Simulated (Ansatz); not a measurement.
Two members of one family (Series InH2X), computed with Ansatz in the gas phase; def2 core potentials for I, In, no spin–orbit coupling. The two geometries come from different levels. Binding counts from free atoms in the multiplicity of their measured ground term, without zero-point energy. The structures are stationary points that may keep the symmetry of their start.

First: InH2F (singlet, charge 0, PBE0-D4/def2-TZVP geometry).

Cartesian coordinates in Å:
```
In -0.1101 -0.1463 0.0618
H 0.8514 -1.3330 0.8141
H -1.7460 0.1386 -0.3113
F 1.0048 1.3407 -0.5646
```

```
                level  HOMO (eV)  LUMO (eV)  gap (eV)  binding per atom (eV)
LDA (SPW92)/def2-TZVP      -7.43      -2.81      4.62                   2.75
      PBE-D4/def2-SVP      -6.97      -2.42      4.55                   2.33
     PBE0-D4/def2-SVP      -8.55      -1.72      6.83                   2.26
    PBE0-D4/def2-TZVP      -8.74      -1.83      6.91                   2.31
 r2SCAN0-D4/def2-TZVP      -8.97      -1.63      7.35                   2.32
```

Second: InH2I (singlet, charge 0, r2SCAN-D4/def2-TZVP geometry).

```tsv
atom	x (Å)	y (Å)	z (Å)
In1	-0.1168	-0.2982	-0.0779
H2	0.8884	-1.5755	0.4384
H3	-1.6048	-0.2507	-0.9092
I4	0.8333	2.1244	0.5487
```

Problem. Estimate the same table for the second.

Solution. 
| level | HOMO (eV) | LUMO (eV) | gap (eV) | binding per atom (eV) |
| --- | --- | --- | --- | --- |
| LDA (SPW92)/def2-TZVP | -6.33 | -3.06 | 3.27 | 2.20 |
| PBE-D4/def2-SVP | -6.08 | -2.74 | 3.35 | 1.87 |
| PBE0-D4/def2-SVP | -7.21 | -2.06 | 5.15 | 1.88 |
| PBE0-D4/def2-TZVP | -7.29 | -2.09 | 5.20 | 1.91 |
| r2SCAN0-D4/def2-TZVP | -7.47 | -1.94 | 5.53 | 1.93 |
